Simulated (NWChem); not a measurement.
System: CH6GeTe; SMILES [Te](C)[GeH3]

Program: NWChem. Medium grid unless said otherwise, to which SCAN and Minnesota functionals are sensitive. Geometry: optimised at PBE-D3(BJ)/def2-SVP. No frequency run checked for a minimum. def2 effective core potentials on Te; no spin-orbit coupling.

Task: Among these, which level gives the lowest value of “dipole (D)”?
A) B3LYP/def2-SVP
B) HCTH/407/def2-SVP
C) Hartree-Fock/def2-SVP
D) B97-D/def2-SVP

Result: B, HCTH/407/def2-SVP. Values: HCTH/407/def2-SVP 0.92; B3LYP/def2-SVP 0.99; B97-D/def2-SVP 1.01; Hartree-Fock/def2-SVP 1.23
